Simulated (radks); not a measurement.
Results of a calculation; reference values are marked as such.
Species: Yb V. Configuration: [Xe] 4f12. Level of theory: scalar-relativistic Kohn-Sham, exchange-only PBE, spin-polarised, spherical densities, point nucleus; open shells are filled with parallel spins first (spin-orbit coupling, left out, can overturn this in heavy ions) (a radial shooting solver on a logarithmic mesh with Libxc functionals).

Local quantities along the radius. ELF = 1/(1 + alpha^2) is the electron localisation function; alpha = (tau - tau_W)/tau_unif compares the Pauli kinetic energy density with that of the uniform gas (summed over spins); r v_xc is r times the local exchange-correlation potential of spin up (hartree bohr). tau is taken from the large components.

r (bohr)    ELF    alpha   r v_xc
0.001088  0.999  0.02380  -0.1319
0.001429  0.999  0.02514  -0.1490
0.00189   0.999  0.02744  -0.1730
0.002481  0.999  0.03101  -0.2029
0.003283  0.999  0.03691  -0.2408
0.004343  0.998  0.04668  -0.2858
0.005701  0.996  0.06308  -0.3350
0.007543  0.991  0.09435  -0.3887
0.009901  0.976   0.1555  -0.4394
0.0131    0.921   0.2938  -0.4838
0.0172    0.739   0.5942  -0.5144
0.02275   0.435    1.139  -0.5350
0.02986   0.331    1.420  -0.5685
0.03951   0.501   0.9978  -0.6823
0.05186   0.712   0.6360  -0.8155
0.06862   0.709   0.6412  -0.8916
0.09007   0.452    1.101  -0.8909
0.1192    0.369    1.308  -0.9397
0.1577    0.652   0.7308   -1.141
0.207     0.706   0.6448   -1.201
0.2739    0.320    1.459   -1.067
0.3595    0.386    1.262   -1.163
0.4756    0.708   0.6420   -1.391
0.6243    0.606   0.8071   -1.329
0.826     0.351    1.360   -1.145
1.084     0.455    1.093   -1.087
1.435     0.624   0.7760  -0.9761
1.883     0.474    1.052  -0.7085
2.491     0.114    2.782  -0.5482
3.27      0.005    13.96  -0.3497
4.327     0.000    177.1  -0.1131

On this mesh the ELF has minima near r = 0.030, 0.10, 0.31, 0.83 bohr, which separate the shells, and maxima near 0.060 (0.74), 0.18 (0.73), 0.48 (0.71), 1.4 (0.62).
